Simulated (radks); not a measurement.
Q: The strontium ion Sr3+, 35 electrons, occupied as [Ar] 3d10 4s2 4p5 (the NIST ground configuration). Method: scalar-relativistic Kohn-Sham, Slater X-alpha with alpha = 0.709, spin-polarised, spherical densities, finite nucleus; open shells are filled with parallel spins first (spin-orbit coupling, left out, can overturn this in heavy ions); Fermi nuclear charge, rms radius 4.224 fm; computed with a radial shooting solver on a logarithmic mesh with Libxc functionals. Some entries of the table are withheld. Estimate them.

orbital,occ.,eigenvalue (eV),<r> (bohr),<1/r> (bohr^-1)
1s up,1,-15961.49,0.03919,38.96
1s down,1,-15961.35,0.03919,38.96
2s up,1,-2189.692,0.1726,8.698
2s down,1,-2189.599,0.1726,8.698
2p up,3,-1951.602,0.1503,8.500
2p down,3,-1951.472,0.1503,8.500
3s up,1,-363.6507,0.4923,2.918
3s down,1,-363.4640,0.4921,2.919
3p up,3,-286.6432,0.4981,(1)
3p down,3,-286.4341,0.4979,(2)
3d up,5,-158.9007,(3),2.515
3d down,5,-158.6621,(4),2.517
4s up,1,-69.0828,1.321,1.020
4s down,1,-67.7985,1.321,1.021
4p up,3,-50.1857,1.486,0.8941
4p down,2,-48.9246,1.491,0.8921

A: 
(1) 3p up <1/r> (bohr^-1): 2.766
(2) 3p down <1/r> (bohr^-1): 2.767
(3) 3d up <r> (bohr): 0.4967
(4) 3d down <r> (bohr): 0.4961
